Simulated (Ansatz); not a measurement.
CH₇AlBFOSi, relaxed with RKS PBE0-D4/def2-TZVP in Ansatz from a PBE-D4/def2-SVP geometry. The force threshold is 0.005 eV/Å; the program also tests the step.

Charge 0, multiplicity 1. The bonds changed during the relaxation, so this is another structure than the one it started from.

Start:

```xyz
13

O    -1.262   -0.214    0.928
C    -0.082    0.761    0.821
Si   -0.225    1.813   -0.731
Al    0.531   -1.135    0.860
B     0.851   -2.162   -1.006
F    -0.093   -2.118   -1.958
H    -1.708   -0.103    1.790
H     0.022    1.327    1.768
H    -0.345    0.918   -1.934
H     1.040    2.622   -0.834
H    -1.405    2.756   -0.725
H     0.810   -1.684    2.346
H     1.866   -2.782   -1.324
```

| step | energy (eV) | largest force (eV/Å) | largest move (Å) |
| --- | --- | --- | --- |
| 1 | -21055.5207 | 0.593 | 0.000 |
| 2 | -21055.5594 | 0.346 | 0.104 |
| 3 (rejected) | -21055.5340 | 0.922 | 0.086 |
| 4 | -21055.5701 | 0.180 | 0.043 |
| 5 (rejected) | -21055.5684 | 0.159 | 0.054 |
| 6 | -21055.5729 | 0.057 | 0.027 |
| 7 | -21055.5734 | 0.027 | 0.022 |
| 8 | -21055.5738 | 0.044 | 0.021 |
| 9 | -21055.5743 | 0.056 | 0.050 |
| 10 (rejected) | -21055.5736 | 0.111 | 0.080 |
| 11 | -21055.5747 | 0.013 | 0.039 |
| 12 | -21055.5749 | 0.045 | 0.032 |
| 13 | -21055.5750 | 0.052 | 0.017 |
| 14 | -21055.5752 | 0.095 | 0.057 |
| 15 (rejected) | -21055.5746 | 0.169 | 0.046 |
| 16 | -21055.5755 | 0.008 | 0.023 |
| 17 | -21055.5756 | 0.006 | 0.030 |
| 18 | -21055.5757 | 0.018 | 0.037 |
| 19 | -21055.5757 | 0.014 | 0.004 |
| 20 | -21055.5757 | 0.007 | 0.008 |
| 21 | -21055.5757 | 0.003 | 0.005 |
| 22 (rejected) | -21055.5757 | 0.010 | 0.005 |
| 23 | -21055.5757 | 0.002 | 0.002 |

End:

```xyz
13

O    -1.238   -0.204    0.890
C    -0.066    0.769    0.806
Si   -0.196    1.838   -0.708
Al    0.498   -1.114    0.844
B     0.821   -2.180   -1.001
F    -0.205   -2.497   -1.786
H    -1.713   -0.090    1.718
H     0.025    1.304    1.751
H    -0.262    0.981   -1.921
H     1.039    2.667   -0.755
H    -1.383    2.740   -0.711
H     0.783   -1.679    2.307
H     1.895   -2.533   -1.434
```

Run time 43 s (2 threads of an AMD EPYC 7R13 on a shared host and a share of an NVIDIA H100 80 GB); peak host memory 0.93 GiB.
